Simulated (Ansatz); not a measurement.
Input file for Ansatz (an electronic-structure program): R-SVWN5/def2-TZVPPD on CH4 (SMILES C). The basis file is the Basis Set Exchange's JSON of that set.

Ansatz 0.2 input:
```yaml
crystal:
  periodic: [false, false, false]
  atoms:
    - {symbol: C, position_ang: [0.00000000, -0.00000000, 0.00000000]}
    - {symbol: H, position_ang: [0.62885949, 0.62885949, 0.62885949]}
    - {symbol: H, position_ang: [-0.62885949, -0.62885949, 0.62885949]}
    - {symbol: H, position_ang: [0.62885949, -0.62885949, -0.62885949]}
    - {symbol: H, position_ang: [-0.62885949, 0.62885949, -0.62885949]}
basis:
  gaussian:
    orbitals: def2-TZVPPD.json
hamiltonian:
  xc: {name: SVWN5}
scf: {lower_state_search: off}
```

Q: Predict the final total energy.

A: -40.1178 hartree.
